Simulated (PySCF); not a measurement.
H2O2Pt, SMILES [OH][Pt][OH] (connectivity only; charge and spin as stated), neutral, multiplicity 3.

Geometry optimised at B3LYP-D3(BJ)/def2-TZVP. The spin state was assumed, not searched. The def2 effective core potentials stand for the cores of Pt; spin–orbit coupling is left out. The values are those of a single conformer.

All values below come from PySCF with B3LYP-D3(BJ)/def2-TZVP.

Frequencies are harmonic and unscaled.

Computed vibrational spectrum:
```
mode  ν (cm⁻¹)  IR (km/mol)  moving atoms (share of kinetic energy)
----  --------  -----------  --------------------------------------
1          157          7.5                 O 64 %, H 23 %, Pt 13 %
2          211         25.5                 O 72 %, H 17 %, Pt 11 %
3          342         89.8                          H 79 %, O 20 %
4          630        504.7                          H 77 %, O 22 %
5          632         12.4                          H 62 %, O 38 %
6          690          3.4                          O 68 %, H 31 %
7          704         44.9                 O 69 %, H 17 %, Pt 14 %
8         3805        289.6                                  H 94 %
9         3807         61.1                                  H 94 %
```
